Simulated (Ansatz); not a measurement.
CH₈NPSi, SMILES `CN([SiH3])P` at its PBE0-D4/def2-TZVP geometry, where that method's forces vanish. Total charge 0; spin multiplicity 1.

```xyz
12

C     0.7679    0.7393   -1.1892
N     0.3391   -0.0201   -0.0209
Si   -1.0997    0.4338    0.8258
P     1.0328   -1.5727    0.1536
H     1.8329    0.5748   -1.3722
H     0.2240    0.4661   -2.1017
H     0.6168    1.8077   -1.0150
H    -0.9943   -0.0467    2.2263
H    -2.3347   -0.1498    0.2258
H    -1.2159    1.9165    0.7844
H     0.9126   -1.7080    1.5634
H    -0.0815   -2.4407   -0.0803
```

(1) What forces (eV/Å) does ωB97M-V/def2-TZVPP give on these atoms in Ansatz? (Estimate.)

Answers

(1) Ansatz gave: 
```
C1   0.088  0.164 -0.230
N2  -0.104 -0.078  0.166
Si3 -0.157  0.065  0.107
P4  -0.037 -0.174  0.105
H5  -0.084  0.021  0.008
H6   0.043  0.020  0.075
H7   0.017 -0.079 -0.024
H8  -0.013  0.052 -0.161
H9   0.141  0.063  0.062
H10  0.017 -0.168 -0.002
H11  0.003  0.015 -0.132
H12  0.086  0.098  0.027
```
